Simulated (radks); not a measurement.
Values are calculated unless marked as measured or tabulated.
Ti2+, configuration [Ar] 3d2.

Code: a radial shooting solver on a logarithmic mesh with Libxc functionals. Model: scalar-relativistic Kohn-Sham, PBE, spin-unpolarised, spherical densities, point nucleus.

Energy parts (eV):
| part | energy |
|---|---|
| total | -23205.753 |
| kinetic | 23401.909 |
| electron-nucleus | -54853.691 |
| Hartree | 9377.807 |
| exchange-correlation | -1131.778 |

Orbitals (lengths in bohr, moments of r in powers of bohr; r(max) is where P^2 peaks; r(90%) holds 90 % of the orbital's charge):
| orbital | occ. | eigenvalue (eV) | r(max) | <r> | r(90%) | <1/r> |
|---|---|---|---|---|---|---|
| 1s | 2 | -4885.128 | 0.04555 | 0.06959 | 0.124 | 21.80 |
| 2s | 2 | -552.8315 | 0.2688 | 0.3249 | 0.505 | 4.548 |
| 2p | 6 | -460.1838 | 0.2195 | 0.2899 | 0.477 | 4.451 |
| 3s | 2 | -78.5497 | 0.8699 | 1.007 | 1.51 | 1.395 |
| 3p | 6 | -54.7649 | 0.9024 | 1.083 | 1.67 | 1.264 |
| 3d | 2 | -19.6800 | 0.9733 | 1.434 | 2.45 | 0.9235 |

The highest occupied level is 3d at -19.680 eV. For comparison, the ionisation energy in NIST's Atomic Spectra Database is 27.492 eV (measured). In exact Kohn-Sham theory the highest level is minus the ionisation energy, but local and semilocal functionals leave it too shallow, through self-interaction and a potential that decays too fast; potentials with the right tail come closer.

Beside tabulated values, note that spin-unpolarised runs miss the spin-polarisation part of the exchange energy of open shells.
